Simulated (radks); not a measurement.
Problem. Sc3+, configuration [Ar]. Method: scalar-relativistic Kohn-Sham, BLYP, spin-polarised, spherical densities, finite nucleus; Fermi nuclear charge, rms radius 3.5459 fm; computed with a radial shooting solver on a logarithmic mesh with Libxc functionals. Some entries of the table are withheld. Estimate them.

orbital  occ.  eigenvalue (Ry)  r(max) (bohr)  <r> (bohr)
1s          2              (1)        0.04780     0.07304
2s          2        -37.30282         0.2836         (2)
2p          6        -30.98790         0.2322      0.3077
3s          2         -6.33572         0.9190       1.056
3p          6         -4.73662         0.9544       1.130
3d          0         -2.37346            (3)       1.372
4s          0         -1.87423            (4)         (5)

Solution. 
(1) 1s eigenvalue (Ry): -325.7267
(2) 2s <r> (bohr): 0.3436
(3) 3d r(max) (bohr): 1.006
(4) 4s r(max) (bohr): 2.520
(5) 4s <r> (bohr): 2.728
